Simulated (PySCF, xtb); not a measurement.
C2H6B, SMILES C[B]C (connectivity only; charge and spin as stated), charge +1, multiplicity 1.

GFN2-xTB run with xtb 6.7.1 at its own geometry gives an orbital gap of 5.12 eV.

Geometry optimised at ωB97X-D3(BJ)/def2-TZVP. The multiplicity is an assumed one; other spin states were not compared. The isomer is the one that the SMILES or the coordinates give; other isomers of the formula were not compared.

What does M06-2X/def2-TZVPD (PySCF) give? (The exact figures need the calculation; the answer reports its results.)

gap 11.99 eV (levels -18.51 and -6.51 eV).
